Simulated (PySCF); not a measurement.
PySCF input:

```python
from pyscf import gto, scf, dft

mol = gto.M(
    atom='''
    Bi    0.80742185    0.42617763    0.28107635
    I    -0.98694290    1.24680482   -1.59755100
    I    -0.27751018   -1.91421507    1.15737482
    ''',
    basis='def2-tzvpd',
    ecp='def2-tzvp',
    charge=1,
    spin=0,
    verbose=4,
)

mf = scf.RHF(mol).density_fit(auxbasis='def2-universal-jkfit')
mf.conv_tol = 1e-9
mf.max_cycle = 100
mf.max_memory = 1500
mf.kernel()
if not mf.converged:
    mf = mf.newton()
    mf.kernel(mf.make_rdm1())
mf.analyze()
```

Problem. What final total energy does it print?

Solution. -806.70267 Eh (HF/def2-TZVPD).

It need not be the lowest isomer of its formula.
